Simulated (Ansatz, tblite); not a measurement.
Cost and result up the ladder for TiO2 (3 atoms). The state is a singlet with charge 0. Geometry: PBE-D4/def2-TZVP.

```xyz
3

Ti   -0.4738    0.2891    0.2921
O     0.3405    0.8967   -1.0084
O     0.1333   -1.1858    0.7163
```

Ansatz on 4 threads of Arm Neoverse V2 on a shared host; xTB runs through tblite on one thread. Times are rough, summed over both states, and most runs start from the orbitals of an earlier one. PBE0-D4/def2-TZVP serves as the yardstick here, not as an exact answer. The other state is a triplet.

The xTB rows come from tblite.

xTB has no spin-polarisation term.

```json
{"level": "r2SCAN-D4/def2-TZVP (with forces)", "functions": "107", "vertical triplet (eV)": "2.23", "difference from PBE0-D4/def2-TZVP (eV)": "0.04"}
{"level": "GFN2-xTB", "functions": "17", "vertical triplet (eV)": "2.30", "difference from PBE0-D4/def2-TZVP (eV)": "0.11"}
{"level": "GFN1-xTB", "functions": "17", "vertical triplet (eV)": "2.84", "difference from PBE0-D4/def2-TZVP (eV)": "0.65"}
{"level": "PBE-D4/def2-TZVP", "functions": "107", "vertical triplet (eV)": "2.31", "difference from PBE0-D4/def2-TZVP (eV)": "0.12"}
{"level": "PBE0-D4/def2-TZVP", "functions": "107", "vertical triplet (eV)": "2.19", "difference from PBE0-D4/def2-TZVP (eV)": "0.00"}
```

Task: Estimate how long each takes.

Result: GFN1-xTB 0.004 s; GFN2-xTB 0.004 s; PBE-D4/def2-TZVP 1.7 s; PBE0-D4/def2-TZVP 3.1 s; r2SCAN-D4/def2-TZVP (with forces) 4.5 s. On shared hardware such times vary by a factor of up to 3.
